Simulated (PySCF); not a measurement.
# Worked example: chemical shift, span and skew from a shielding tensor

CH₈FNOSi₂, SMILES C[Si@H](N)[Si@@H](O)F. Atoms are numbered in the order given.

```xyz
14

C     -1.2019     0.8364     1.8020
Si    -1.2039     0.3063    -0.0102
N     -1.8860    -1.2494    -0.3906
Si     1.0201     0.0940    -0.6970
O      1.9313     1.1339     0.2291
F      1.4482    -1.4559    -0.3519
H     -0.6887     0.0876     2.4267
H     -2.2248     0.9688     2.1914
H     -0.6613     1.7914     1.9100
H     -1.9326     1.3410    -0.8056
H     -2.8765    -1.4361    -0.2643
H     -1.3326    -2.0769    -0.1857
H      1.3463     0.2635    -2.1442
H      2.8718     1.2174     0.0291
```
Charge 0, spin multiplicity 1.

Geometry: B3LYP-D3(BJ)/def2-SVP. The structure was generated by enumeration; whether it is a known compound was not checked. The values are those of a single conformer.

GIAO shieldings from B3LYP/pcSseg-1 run with PySCF, non-relativistic, no solvent. The symmetric part of the tensor of Si2 has the principal values 306.4, 388.8, 415.5 ppm. The same nucleus in TMS has σ = 338.7 ppm at this level (PySCF, at its B3LYP-D3(BJ)/def2-TZVP geometry).

**Question.** Work out the isotropic shielding, the ²⁹Si shift against TMS, the span and the skew.

**Answer.** 
σ(iso) = (σ11 + σ22 + σ33)/3 = 370.2 ppm. δ = σ(ref) − σ(iso) = 338.7 − (370.2) = -31.5 ppm.
Span Ω = σ33 − σ11 = 109.1 ppm. Skew κ = 3(σ(iso) − σ22)/Ω = -0.51. Tumbling in solution averages the tensor to δ; in a static solid the shielding alone would spread this spin-1/2 line over Ω.
